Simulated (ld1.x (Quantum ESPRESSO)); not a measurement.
# Reading a pseudo-wave (germanium)

Columns: radius, all-electron u(r) and pseudo u(r) of the 4s shell (level -11.80 eV) of germanium in the configuration [Ar] 3d10 4s2 4p2; PW91, scalar-relativistic, TM semilocal scheme, ld1.x (Quantum ESPRESSO) 7.5.

| r (bohr) | all-electron | pseudo |
| --- | --- | --- |
| 0.121 | -0.2003 | -0.0482 |
| 0.242 | -0.0213 | -0.0971 |
| 0.363 | 0.2699 | -0.1474 |
| 0.484 | 0.3463 | -0.1998 |
| 0.605 | 0.2478 | -0.2548 |
| 0.726 | 0.0682 | -0.3130 |
| 0.847 | -0.1280 | -0.3743 |
| 0.968 | -0.3076 | -0.4381 |
| 1.089 | -0.4570 | -0.5028 |
| 1.210 | -0.5726 | -0.5662 |
| 1.331 | -0.6563 | -0.6249 |
| 1.452 | -0.7122 | -0.6752 |
| 1.573 | -0.7446 | -0.7133 |
| 1.694 | -0.7581 | -0.7369 |
| 1.815 | -0.7566 | -0.7449 |
| 1.936 | -0.7433 | -0.7383 |
| 2.057 | -0.7212 | -0.7197 |
| 2.178 | -0.6927 | -0.6924 |
| 2.299 | -0.6597 | -0.6597 |
| 2.420 | -0.6240 | -0.6240 |
| 2.541 | -0.5867 | -0.5867 |
| 2.662 | -0.5488 | -0.5488 |
| 2.783 | -0.5111 | -0.5111 |
| 2.904 | -0.4742 | -0.4742 |
| 3.025 | -0.4384 | -0.4384 |
| 3.146 | -0.4042 | -0.4042 |

(1) How many radial nodes do the two functions have?

(2) At about which radius was the pseudo-wave matched?

(3) Is the pseudo-wave norm-conserving?

Results:

(1) The all-electron 4s function has n − l − 1 = 3 (the table is too coarse to show those close to the nucleus); the pseudo-wave has 0, since the states of the same l below it are removed with the core.

(2) 2.42 bohr. The columns agree to 0.0005 from 2.18 bohr on; several derivatives are matched, so the curves merge somewhat inside the radius.

(3) Yes: the TM semilocal scheme keeps the norm inside the radius equal to the all-electron one, which fixes the energy derivative of the logarithmic derivative at the level.
